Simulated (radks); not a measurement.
Problem. Isoelectronic series with 9 electrons, each ion in its NIST ground configuration. Calculated with a radial shooting solver on a logarithmic mesh with Libxc functionals: Dirac Kohn-Sham, PBEsol, spin-unpolarised, spherical densities, finite nucleus; open shells fill j = l - 1/2 first; Fermi nuclear charge, rms radius of each element as measured or else 0.836 A^(1/3) + 0.57 fm. Total energies (hartree) and orbital eigenvalues (eV):

ion    configuration  E (hartree)      2p3/2      2p1/2      2s1/2      1s1/2
F       [He] 2s2 2p5    -99.44873   -11.0264   -11.0899   -29.7161  -661.1289
Al4+    [He] 2s2 2p5   -235.80703  -138.2821  -138.7729  -175.8864  -1587.040
P6+     [He] 2s2 2p5   -326.74942  -243.6544  -244.6673  -291.2203  -2216.181
Cl8+    [He] 2s2 2p5   -432.91803  -376.4436  -378.3122  -434.3774  -2956.101
K10+    [He] 2s2 2p5   -554.37400  -536.5789  -539.7566  -605.4042  -3807.181
V14+    [He] 2s2 2p5   -843.45255  -938.8100  -946.5414  -1031.585  -5845.008
Mn16+   [He] 2s2 2p5  -1011.25512  -1180.915  -1192.230  -1287.103  -7033.101

Estimate the row of Sc12+ ([He] 2s2 2p5).

Solution. E (hartree) -691.19063; 2p3/2 -724.0351; 2p1/2 -729.1141; 2s1/2 -804.4187; 1s1/2 -4769.941.
